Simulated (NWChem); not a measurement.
System: CH3F2NZr; SMILES C[N]=[Zr]([F])[F]

Here is an NWChem input.

```
start job
memory heap 200 mb stack 900 mb global 1100 mb
geometry units angstroms noautoz
  Zr     0.094353    -0.365316    -0.352791
  N      0.079369     1.440579    -0.246576
  C      0.017059     2.837668     0.002795
  H      0.962416     3.350428    -0.256938
  H     -0.793639     3.332761    -0.564544
  H     -0.169861     3.044379     1.072699
  F     -1.693759    -1.104728    -0.227680
  F      1.514403    -1.132637     0.721722
end
basis spherical
  Zr library sto-3g
  N library sto-3g
  C library sto-3g
  H library sto-3g
  F library sto-3g
end
dft
  xc xpbe96 cpbe96
  iterations 150
  mulliken
end
task dft energy
```

Parts of the log:

```
             Northwest Computational Chemistry Package (NWChem) 7.3.0
             --------------------------------------------------------

 C1  symmetry detected

                             Geometry "geometry" -> ""
                             -------------------------

 Output coordinates in angstroms (scale by  1.889725989 to convert to a.u.)

  No.       Tag          Charge          X              Y              Z
 ---- ---------------- ---------- -------------- -------------- --------------
    1 Zr                  40.0000    -0.00006319    -0.38734930    -0.22136070
    2 N                    7.0000    -0.00000334     1.41481478    -0.06334950
    3 C                    6.0000    -0.00113866     2.80398075     0.23353889
    4 H                    1.0000     0.82714405     3.33863625    -0.26863156
    5 H                    1.0000    -0.94378642     3.29971911    -0.06626194
    6 H                    1.0000     0.12145922     2.98064042     1.31803150
    7 F                    9.0000    -1.67265137    -1.15908305     0.38411697
    8 F                    9.0000     1.67315870    -1.15787382     0.38405004

 Effective nuclear repulsion energy (a.u.)     418.6406334032

  pbe96 is a nonlocal functional; adding pw91lda local functional.

                                 NWChem DFT Module
                                 -----------------

 Summary of "ao basis" -> "ao basis" (spherical)
 ------------------------------------------------------------------------------
       Tag                 Description            Shells   Functions and Types
 ---------------- ------------------------------  ------  ---------------------
 Zr                          sto-3g                 11       27   5s4p2d
 N                           sto-3g                  3        5   2s1p
 C                           sto-3g                  3        5   2s1p
 H                           sto-3g                  1        1   1s
 F                           sto-3g                  3        5   2s1p

            General Information
            -------------------
          SCF calculation type: DFT
          Wavefunction type:  closed shell.
          No. of atoms     :     8
          No. of electrons :    74
           Alpha electrons :    37
            Beta electrons :    37
          Charge           :     0
          Spin multiplicity:     1
          Use of symmetry is: off; symmetry adaption is: off
          Maximum number of iterations: 150
          AO basis - number of functions:    50
                     number of shells:    26
          Convergence on energy requested:  1.00D-06
          Convergence on density requested:  1.00D-05
          Convergence on gradient requested:  5.00D-04

              XC Information
              --------------
          PerdewBurkeErnzerhof Exchange Functional  1.000
            Perdew 1991 LDA Correlation Functional  1.000 local
           PerdewBurkeErnz. Correlation Functional  1.000 non-local

             Grid Information
             ----------------
          Grid used for XC integration:  medium
          Radial quadrature: Mura-Knowles
          Angular quadrature: Lebedev.
          Tag              B.-S. Rad. Rad. Pts. Rad. Cut. Ang. Pts.
          ---              ---------- --------- --------- ---------
          Zr                  1.55      123          10.0       590
          N                   0.65       49           7.0       434
          C                   0.70       49          10.0       434
          H                   0.35       45          11.0       434
          F                   0.50       49          11.0       434
          Grid pruning is: on
          Number of quadrature shells:   454
          Spatial weights used:  Erf1

      Superposition of Atomic Density Guess
      -------------------------------------

 Sum of atomic energies:       -3790.89756618

      Non-variational initial energy
      ------------------------------

 Total energy =   -3791.056923
 1-e energy   =   -6096.715147
 2-e energy   =    1887.017591
 HOMO         =      -0.132792
 LUMO         =       0.128355

     ---------------------------------------------
      Total Density - Mulliken Population Analysis
     ---------------------------------------------

    Atom       Charge   Shell Charges
 -----------   ------   -------------------------------------------------------
    1 Zr  40    37.99   2.00  2.00  6.00  1.99  5.96  2.08  5.71  0.31  0.59  9.98  1.38
    2 N    7     8.08   2.00  1.68  4.41
    3 C    6     5.91   1.99  1.25  2.66
    4 H    1     0.98   0.98
    5 H    1     0.98   0.98
    6 H    1     0.98   0.98
    7 F    9     9.54   2.00  1.95  5.59
    8 F    9     9.54   2.00  1.95  5.59

   convergence    iter        energy       DeltaE   RMS-Dens  Diis-err
 ---------------- ----- ----------------- --------- --------- ---------
 d= 0,ls=0.0,diis     1  -3793.9540222404 -4.21D+03  1.24D-01  2.02D+00
 d= 0,ls=0.0,diis     2  -3788.5756402093  5.38D+00  1.06D-01  3.73D+01
 d= 0,ls=0.0,diis     3  -3794.2806760249 -5.71D+00  2.25D-02  5.13D-01
 d= 0,ls=0.0,diis     4  -3794.2721958422  8.48D-03  1.52D-02  5.09D-01
 d= 0,ls=0.0,diis     5  -3794.3496525042 -7.75D-02  3.07D-03  2.90D-02
  Resetting Diis
 d= 0,ls=0.0,diis     6  -3794.3541472420 -4.49D-03  8.07D-04  1.81D-03
 d= 0,ls=0.0,diis     7  -3794.3544031862 -2.56D-04  4.55D-04  6.23D-05
 d= 0,ls=0.0,diis     8  -3794.3543704017  3.28D-05  4.01D-04  2.70D-04
 d= 0,ls=0.0,diis     9  -3794.3544079160 -3.75D-05  1.19D-04  3.94D-05
 d= 0,ls=0.0,diis    10  -3794.3544139723 -6.06D-06  2.02D-05  5.94D-07
 d= 0,ls=0.0,diis    11  -3794.3544140449 -7.26D-08  7.67D-06  1.57D-07

         Total DFT energy =    -3794.354414044938
      One electron energy =    -6096.106474705502
           Coulomb energy =     2029.566300299715
    Exchange-Corr. energy =     -146.454873042367
 Nuclear repulsion energy =      418.640633403215

 Numeric. integr. density =       74.000010553542

[...]
```

Level: PBE/STO-3G, non-relativistic. The geometry was optimised at PBE0/def2-SVP (def2 core potentials past Kr). No frequency run checked for a minimum.
